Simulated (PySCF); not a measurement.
A side-by-side comparison of computed properties.

First species: C10H8Cl2.
SMILES: `c1cc2C(C(Cl)Cl)=CCc2cc1`

Second species: C5H10O2Si.
Cartesian coordinates in Å at the PBE0-D3(BJ)/def2-SVP level; atoms count from 1:
```xyz
18
C5H10O2Si angstrom
C     -1.4668    1.4896   -1.2146
C     -1.5034    0.6782   -0.1570
C     -1.0669   -0.7561   -0.1594
C      0.2980   -0.9451    0.4966
C      1.4263   -0.4294   -0.3545
O      1.3827   -0.2859   -1.5524
O      2.5374   -0.1656    0.3397
Si     3.8830    0.3990   -0.5732
H     -1.7779    2.5352   -1.1421
H     -1.1128    1.1347   -2.1873
H     -1.8439    1.0771    0.8078
H     -1.8047   -1.3700    0.3821
H     -1.0160   -1.1341   -1.1915
H      0.5081   -2.0162    0.6665
H      0.3589   -0.4670    1.4862
H      4.9205    0.6068    0.4717
H      3.5540    1.6848   -1.2414
H      4.3247   -0.6379   -1.5422
```

Levels: CAM-B3LYP/def2-SVPD for dipole moment, HOMO energy, LUMO energy, HOMO–LUMO gap, static isotropic polarisability and electronic spatial extent ⟨r²⟩ about the centre of nuclear charge; TDDFT CAM-B3LYP/def2-SVPD for lowest singlet excitation; TDA CAM-B3LYP/def2-SVPD for lowest triplet excitation (Tamm–Dancoff); PBE0-D3(BJ)/def2-SVP for rotational constant A and rotational constant C. Geometries: PBE0-D3(BJ)/def2-SVP. Each species is one conformer at its optimised geometry, gas phase, non-relativistic unless stated; the electronic structure was computed with PySCF and density fitting.

The conformers computed, where there is a choice (atom-mapped SMILES and torsion angles):
- `[Cl:1][CH:2]([Cl:3])[C:4]1=[CH:5][CH2:6][c:7]2[cH:8][cH:9][cH:10][cH:11][c:12]21`: Cl1–C2–C4–C5 118°
- `[CH2:1]=[CH:2][CH2:3][CH2:4][C:5](=[O:6])[O:7][SiH3:8]`: C1–C2–C3–C4 103°, C2–C3–C4–C5 -73°, C3–C4–C5–O6 -23°, C4–C5–O7–Si8 179°

```
                                                         property    column X    column Y
                                                    dipole moment      2.72 D      1.61 D
                                                      HOMO energy    -7.84 eV    -8.84 eV
                                                      LUMO energy    -0.11 eV     0.86 eV
                                                    HOMO–LUMO gap     7.73 eV     9.70 eV
                                        lowest singlet excitation     5.04 eV     5.91 eV
                         lowest triplet excitation (Tamm–Dancoff)     3.30 eV     4.35 eV
                                  static isotropic polarisability    140.5 au     91.9 au
electronic spatial extent ⟨r²⟩ about the centre of nuclear charge  2592 bohr²  1529 bohr²
                                            rotational constant A   1.159 GHz   3.577 GHz
                                            rotational constant C   0.454 GHz   0.783 GHz
```

(1) Which column belongs to which species?

(2) How does each property change from the first species to the second?

## Answers

(1) Column X is the first species and column Y the second. The first has 20 atoms and 102 electrons, the second 18 and 70.

(2) dipole moment -1.11 D; HOMO energy -1.00 eV; LUMO energy +0.97 eV; HOMO–LUMO gap +1.97 eV; lowest singlet excitation +0.87 eV; lowest triplet excitation (Tamm–Dancoff) +1.05 eV; static isotropic polarisability -48.6 au; electronic spatial extent ⟨r²⟩ about the centre of nuclear charge -1063 bohr²; rotational constant A +2.418 GHz; rotational constant C +0.329 GHz.

On the first: The vertical singlet–triplet gap S1 − T1 is 1.74 eV (TDDFT singlet less Tamm–Dancoff triplet; S1: HOMO→LUMO, weight 0.75; T1: HOMO→LUMO, weight 0.83). The principal polarisabilities are 102.4, 156.0 and 163.1 au; their mean is the isotropic value.

On the second: The dipole equals about 5.4 × 10⁻³⁰ C·m (1 D = 3.33564 × 10⁻³⁰ C·m).
